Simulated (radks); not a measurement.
Problem. Species: V2+. Configuration: [Ar] 3d3 (the NIST ground configuration). All-electron calculation, Dirac Kohn-Sham, PBEsol, spin-unpolarised, spherical densities, finite nucleus; open shells fill j = l - 1/2 first; Fermi nuclear charge, rms radius 3.6002 fm. Program: a radial shooting solver on a logarithmic mesh with Libxc functionals.

Spin-orbit splittings of the eigenvalues, e(l+1/2) - e(l-1/2), with zeta = 2 splitting/(2l+1) and mean radii in bohr:

| shell | occ. | splitting (eV) | zeta (eV) | <r> j=l-1/2 | <r> j=l+1/2 |
|---|---|---|---|---|---|
| 2p | 6 | ? | ? | 0.2723 | 0.2751 |
| 3p | 6 | 0.8320 | 0.5547 | 1.011 | 1.019 |
| 3d | 3 | 0.07125 | 0.02850 | 1.315 | 1.319 |

Estimate the 2p splitting.

Solution. 7.090 eV (zeta = 4.726 eV).
